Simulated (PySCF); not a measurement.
**Cs₂S: breathing scan**

Method: PBE0/[S def2-TZVP, Cs def2-TZVP with ECP46], scalar-relativistic core potentials, density fitting, no spin–orbit coupling, PySCF.

Rigid scan from the singlet minimum (S–Cs 2.941 Å (×2); Cs–S–Cs 180.0°). Coordinate: all bonds to the central atom scaled together. Energies in kJ/mol from the minimum.

```csv
scale of all bonds to the centre,E (kJ/mol)
0.88,94.8
0.92,37.1
0.96,8.3
1.00,0.0
1.04,5.7
1.08,20.9
1.14,54.2
1.22,107.6
1.35,196.2
```

At long bonds a restricted determinant can lie too high, and another spin state can fall below this curve.

Other isomers or separated fragments may lie lower.
